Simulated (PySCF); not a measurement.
A structure optimised at PBE-D3(BJ)/def2-SVP, used in a PySCF frequency run:

```xyz
5

Se     0.0000     0.0000     0.0000
Cl    -1.8085     1.0441    -0.7383
Cl     0.0000    -2.0882    -0.7383
Cl     1.8085     1.0441    -0.7383
Cl     0.0000     0.0000     2.2149
```
Charge +1, spin multiplicity 2.

**Question.** Write its SMILES, formula and point group.

**Answer.** Cl[Se+](Cl)(Cl)Cl, Cl4Se, Td

**Question.** What are its rotational constants (standard atomic weights)?

**Answer.** 1.0897, 1.0897, 1.0897 GHz
